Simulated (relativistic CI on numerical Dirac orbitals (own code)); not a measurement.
**Electric-dipole transitions in Br¹⁹⁺**

Method of calculation: Dirac-Coulomb-Breit CI, KLI orbitals optimised for each configuration, model QED (radiative potential, 1s self-energy scaled to tabulated hydrogen-like ionisation energies), unscaled Slater integrals (own radial code, finite nucleus).

Configuration list (outside the closed core [Ne]): 3s²3p⁴, 3s3p⁵, 3s²3p³3d, 3p⁶, 3s3p⁴3d, 3p⁵3d, 3s3p³3d², 3s²3p²3d4p, 3s²3p³4s, 3p⁵4s, 3p⁵4p, 3s3p³3d4s, 3s²3p³4p, 3s²3p²3d², 3s²3p3d³, 3s3p²3d³, 3s²3p3d²4s, 3s²3p3d²4p, 3p⁴3d², 3p³3d³, 3p³3d²4s, 3p³3d²4p. Double excitations out of closed p, d and f shells are left out; levels of such configurations are missing from the list, as are those of other unlisted configurations, and high levels can miss mixing partners.

| λ vac (nm) | Lower | Upper | A (s⁻¹) | gf | Branching (%) |
| --- | --- | --- | --- | --- | --- |
| 10.294 | 3s²3p⁴ ³P2 [1] | 3s²3p³3d ³D°2 [43] | 3.49e+10 | 2.77e-01 | 15.9 |
| 10.473 | 3s²3p⁴ ³P2 [1] | 3s²3p³3d ¹F°3 [40] | 4.67e+10 | 5.38e-01 | 100.0 |
| 10.481 | 3s²3p⁴ ³P1 [3] | 3s²3p³3d ¹D°2 [45] | 4.69e+10 | 3.86e-01 | 23.3 |
| 10.543 | 3s3p⁵ ³P°1 [7] | 3s²3p²3d² ⁵F2 [114] | 5.08e+10 | 4.23e-01 | 46.0 |
| 10.595 | 3s²3p⁴ ³P0 [2] | 3s²3p³3d ³D°1 [44] | 9.10e+10 | 4.60e-01 | 37.1 |
| 10.611 | 3s3p⁵ ³P°2 [6] | 3s3p⁴3d ³D3 [99] | 1.72e+11 | 2.03e+00 | 92.3 |
| 10.700 | 3s3p⁵ ³P°2 [6] | 3s3p⁴3d ³P2 [97] | 1.22e+11 | 1.04e+00 | 83.6 |
| 10.701 | 3s²3p⁴ ³P2 [1] | 3s²3p³3d ³D°3 [39] | 1.92e+11 | 2.31e+00 | 100.0 |
| 10.741 | 3s²3p⁴ ¹D2 [4] | 3s²3p³3d ¹F°3 [46] | 2.56e+11 | 3.10e+00 | 99.8 |
| 10.761 | 3s²3p³3d ⁵D°3 [11] | 3s²3p²3d² ³F2 [141] | 7.27e+10 | 6.31e-01 | 41.8 |
| 10.766 | 3s3p⁵ ³P°0 [8] | 3s3p⁴3d ³D1 [118] | 1.15e+11 | 5.99e-01 | 65.3 |
| 10.792 | 3s²3p³3d ³D°3 [16] | 3s²3p²3d² ³D3 [161] | 5.76e+10 | 7.04e-01 | 28.3 |
| 10.813 | 3s²3p³3d ⁵D°4 [14] | 3s²3p²3d² ⁵P3 [144] | 1.86e+11 | 2.29e+00 | 86.4 |
| 10.814 | 3s²3p³3d ⁵D°2 [10] | 3s²3p²3d² ⁵D1 [138] | 1.11e+11 | 5.83e-01 | 46.9 |
| 10.846 | 3s²3p³3d ⁵D°3 [11] | 3s²3p²3d² ⁵D2 [137] | 9.03e+10 | 7.96e-01 | 43.1 |
| 10.857 | 3s²3p⁴ ³P1 [3] | 3s²3p³3d ³D°1 [44] | 1.41e+11 | 7.50e-01 | 57.6 |
| 10.859 | 3s²3p⁴ ³P2 [1] | 3s²3p³3d ³P°2 [37] | 1.13e+11 | 1.00e+00 | 92.3 |
| 10.885 | 3s²3p⁴ ³P0 [2] | 3s²3p³3d ³P°1 [41] | 8.85e+10 | 4.72e-01 | 41.8 |
| 10.890 | 3s²3p³3d ⁵D°3 [11] | 3s²3p²3d² ⁵D3 [135] | 1.58e+11 | 1.97e+00 | 66.0 |
| 10.907 | 3s²3p⁴ ¹D2 [4] | 3s²3p³3d ¹D°2 [45] | 1.54e+11 | 1.38e+00 | 76.7 |
| 10.933 | 3s²3p⁴ ³P2 [1] | 3s²3p³3d ³P°1 [36] | 1.86e+11 | 1.00e+00 | 82.8 |
| 10.955 | 3s²3p³3d ³F°4 [23] | 3s²3p²3d² ¹G4 [171] | 5.59e+10 | 9.05e-01 | 24.8 |
| 10.963 | 3s²3p³3d ³G°5 [25] | 3s²3p²3d² ³G5 [176] | 1.54e+11 | 3.05e+00 | 62.8 |
| 10.993 | 3s²3p³3d ⁵D°4 [14] | 3s²3p²3d² ⁵D4 [136] | 1.81e+11 | 2.96e+00 | 82.5 |
| 10.995 | 3s²3p³3d ³D°3 [16] | 3s²3p²3d² ³P2 [156] | 1.46e+11 | 1.32e+00 | 79.5 |
| 11.020 | 3s²3p³3d ⁵D°2 [10] | 3s²3p²3d² ⁵P2 [133] | 8.04e+10 | 7.32e-01 | 41.0 |
| 11.053 | 3s²3p³3d ¹G°4 [24] | 3s²3p²3d² ³G4 [174] | 9.51e+10 | 1.57e+00 | 41.0 |
| 11.059 | 3s²3p⁴ ³P1 [3] | 3s²3p³3d ³D°2 [43] | 1.58e+11 | 1.44e+00 | 72.0 |
| 11.132 | 3s²3p⁴ ³P1 [3] | 3s²3p³3d ³P°0 [42] | 2.49e+11 | 4.63e-01 | 100.0 |
| 11.175 | 3s²3p⁴ ¹S0 [5] | 3s²3p³3d ¹P°1 [47] | 2.02e+11 | 1.14e+00 | 95.0 |
| 11.202 | 3s3p⁵ ³P°2 [6] | 3s3p⁴3d ³S1 [87] | 1.19e+11 | 6.69e-01 | 63.2 |
| 11.218 | 3s²3p⁴ ³P2 [1] | 3s²3p³3d ³P°2 [34] | 7.92e+10 | 7.47e-01 | 82.5 |
| 11.424 | 3s²3p³3d ³G°5 [25] | 3s²3p²3d² ³H6 [167] | 8.18e+10 | 2.08e+00 | 100.0 |
| 11.465 | 3s²3p³3d ³F°4 [35] | 3s²3p²3d² ³F4 [194] | 8.98e+10 | 1.59e+00 | 43.1 |
| 11.514 | 3s²3p³3d ³F°3 [31] | 3s²3p²3d² ³D2 [181] | 1.16e+11 | 1.15e+00 | 66.4 |
| 11.617 | 3s²3p³3d ³F°4 [35] | 3s²3p²3d² ³D3 [188] | 1.42e+11 | 2.01e+00 | 77.1 |
| 11.646 | 3s²3p⁴ ¹D2 [4] | 3s²3p³3d ³P°1 [41] | 8.43e+10 | 5.14e-01 | 39.8 |
| 12.011 | 3s²3p³3d ¹G°4 [24] | 3s²3p²3d² ¹H5 [154] | 4.53e+10 | 1.08e+00 | 44.6 |
| 12.076 | 3s²3p³3d ⁵D°3 [11] | 3s²3p²3d² ³H4 [113] | 2.85e+10 | 5.62e-01 | 70.4 |
| 12.105 | 3s²3p³3d ⁵D°4 [14] | 3s²3p²3d² ⁵F5 [115] | 4.58e+10 | 1.11e+00 | 88.0 |
| 12.112 | 3s²3p⁴ ¹D2 [4] | 3s²3p³3d ³S°1 [38] | 9.58e+10 | 6.32e-01 | 52.6 |
| 12.163 | 3s²3p³3d ³G°5 [25] | 3s²3p²3d² ³F4 [150] | 7.96e+10 | 1.59e+00 | 52.3 |
| 12.171 | 3s²3p³3d ¹G°4 [24] | 3s²3p²3d² ³H5 [149] | 4.19e+10 | 1.02e+00 | 43.3 |
| 12.274 | 3s²3p³3d ³F°4 [35] | 3s²3p²3d² ³G5 [173] | 6.52e+10 | 1.62e+00 | 69.6 |
| 12.290 | 3s²3p³3d ³F°4 [21] | 3s²3p²3d² ³D3 [134] | 6.48e+10 | 1.03e+00 | 37.6 |

Terms are leading LS components. Brackets give the number of a level in order of energy, since labels repeat. The list gives strong lines, with weight on those to low levels, without lines whose two gauges differ by over a factor of 2.5, among the lowest 200 of 3392 levels, so that lines to higher ones, which can be the strongest, are missing. Levels whose partners in the same complex of configurations lie outside the list can be far off, and so can their lines. Rates are taken at the computed energies, electric ones in the length gauge.

At this charge energies of transitions that change n are usually good to better than 1 %, and those within a shell (Δn = 0) to a few per cent.

LS names give the leading component of a level, which can be under half, so a name can repeat, a term be missing and a line seem to break the LS rules.
